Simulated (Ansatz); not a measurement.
System: sum formula MnOClH, charge 0, multiplicity 6. The spin state was set by rule; other spins were not relaxed. 
Coordinates optimised at B3LYP-D3(BJ)/def2-TZVP (Ansatz, an electronic-structure program):
```xyz
4

Mn    -0.2006    -0.1684     0.3023
Cl     0.8822     0.7871    -1.3592
O     -1.0275    -1.0413     1.6631
H     -1.7612    -0.8411     2.2446
```
Charge 0, spin multiplicity 6.

Basis-set convergence of Hartree-Fock and MP2 correlation energies (hartree) with Ansatz. Valence correlation only, unless marked. UHF or UKS for open shells. Spin-orbit coupling is left out. Frozen are the shells of the preceding noble gas and the d and f shells that filled before the atom's block. No relativistic terms.

```
basis        functions        E(HF)  E(corr, MP2)
-----------  ---------  -----------  ------------
def2-SVPD           92  -1684.56980      -0.44085
def2-TZVPPD        175            …             …
```

Question: Complete the blanks.

Answer: 
- def2-TZVPPD, E(HF): -1684.95500
- def2-TZVPPD, E(corr, MP2): -0.57631
